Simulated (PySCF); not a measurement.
## Bi⁴²⁺: ionisation energy

Bi⁴²⁺ [Kr] 4d5 [4d3/2^4 4d5/2^1, M_J = 5/2] → Bi⁴³⁺ [Kr] 4d4 [4d3/2^4, M_J = 0], as a difference of total energies. Computed with PySCF 2.14 in an uncontracted even-tempered set (16 s from 5.3 bohr⁻², ratio 2.8; 14 p from 6.9 bohr⁻², ratio 2.8; 9 d from 6.9 bohr⁻², ratio 2.8; 3 f from 27 bohr⁻², ratio 3), with the two-component X2C-1e Hamiltonian. Correlated levels: [Ar] 3d10 frozen; the 90 highest virtual spinors dropped. "Screened" scales the spin-orbit matrix elements by Boettger's factors to mimic the two-electron term; Breit and QED terms are absent.

```
                    method  ionisation energy (eV)
           GHF (spin-free)                  2115.4
          GMP2 (spin-free)                  2115.3
 GHF (screened spin-orbit)                  2090.5
GMP2 (screened spin-orbit)                  2090.4
```

Breit and QED terms and the two-electron picture change are absent.

The spin-free rows relax to the high-spin LS determinant and lack the spin-orbit shift.

The labels give the starting determinants; with spin-orbit coupling the two ends relaxed to ⟨J²⟩ = 8.75, ⟨L²⟩ = 6.45, ⟨S²⟩ = 2.88 and ⟨J²⟩ = 0.00, ⟨L²⟩ = 2.54, ⟨S²⟩ = 2.54.

For comparison: 2090 ± 4 eV (theoretical estimate listed by NIST; NIST Atomic Spectra Database, ionization energies).
